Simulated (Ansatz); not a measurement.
Reaction (formal exchange of groups at the Se–C bond): `C=C(S)[SeH]` + `[AlH2][CH2]Cl` → `Cl[CH2][AlH][SeH]` + `C=CS`

Gas-phase electronic energies from Ansatz, PBE0-D4/def2-TZVP geometries. CBS: MP2 limit from def2 TZ/QZ plus the TZ coupled-cluster correction, frozen cores. This one scheme is used for every species. DFT in def2-TZVPP. B3LYP here is the variant with VWN-RPA as its local correlation; programs differ in this. For Se outer-core shells are correlated without core-valence functions, which leaves a few kJ/mol of doubt a bond. Scalar relativity is left out up to krypton. Each species was taken in one conformer, which may not be the lowest.

`C=C(S)[SeH]`:

Z-matrix (Å, degrees):
```
C
C 1 1.330
H 1 1.084 2 120.8
H 1 1.083 2 121.2 3 179.6
S 2 1.754 1 121.1 3 -8.6
Se 2 1.908 1 120.1 3 171.7
H 5 1.343 2 96.8 1 144.8
H 6 1.470 2 95.0 1 139.4
```

`[AlH2][CH2]Cl`:

Cartesian coordinates in Å:
```
Al -0.754 -0.762 -0.331
C 0.461 0.645 0.320
Cl 2.144 0.381 -0.236
H -0.221 -1.924 -1.259
H -2.276 -0.670 0.116
H 0.486 0.693 1.412
H 0.160 1.638 -0.022
```

`Cl[CH2][AlH][SeH]`:

Z-matrix (Å, degrees):
```
C
Al 1 1.972
Cl 1 1.788 2 113.5
H 1 1.093 2 111.2 3 -120.7
H 1 1.093 2 111.2 3 120.7
Se 2 2.301 1 120.3 3 -0.7
H 2 1.582 1 120.2 3 179.3
H 6 1.472 2 89.6 1 -0.0
```

`C=CS`:

Cartesian coordinates in Å:
```
C 0.590 -0.896 0.388
C -0.225 -0.009 -0.167
S -0.074 1.720 0.060
H 1.418 -0.604 1.024
H 0.444 -1.955 0.212
H -1.046 -0.327 -0.800
H -1.107 2.071 -0.718
```

(1) Is it downhill or uphill in electronic energy at CCSD(T)/CBS, and by how much? (An estimate is asked.)

(2) What do these levels give: B3LYP-D4, ωB97M-V, PBE, r2SCAN, PBE0, HF/def2-TZVPP, MP2/def2-TZVPP, SCS-MP2/def2-TZVPP, CCSD/def2-TZVPP, HF/def2-QZVPP, MP2/CBS(def2), CCSD/CBS(def2)? (Best estimate.)

Largest T1 diagnostic among the species: 0.012.

Results:

(1) Ansatz gave: Downhill: ΔE = -174.6 kJ/mol.

(2) Ansatz gave: B3LYP-D4 -170.1, ωB97M-V -172.8, PBE -171.9, r2SCAN -178.2, PBE0 -176.8, HF/def2-TZVPP -181.4, MP2/def2-TZVPP -167.8, SCS-MP2/def2-TZVPP -165.4, CCSD/def2-TZVPP -172.4, HF/def2-QZVPP -180.4, MP2/CBS(def2) -172.4, CCSD/CBS(def2) -176.9 kJ/mol.

In def2-TZVPP, CCSD(T) changes the Hartree–Fock value by +11.4 kJ/mol (the triples alone add +2.3 kJ/mol) and MP2 by +13.5 kJ/mol. From PBE to PBE0 (25 % exact exchange), in def2-TZVPP and without D4, ΔE moves by −4.9 kJ/mol. The D4 term adds +3.8 kJ/mol with B3LYP and +1.6 kJ/mol with PBE0; it sums over pairs of atoms, weighted by their polarisabilities, and B3LYP, whose exchange is more repulsive, gets the larger term.
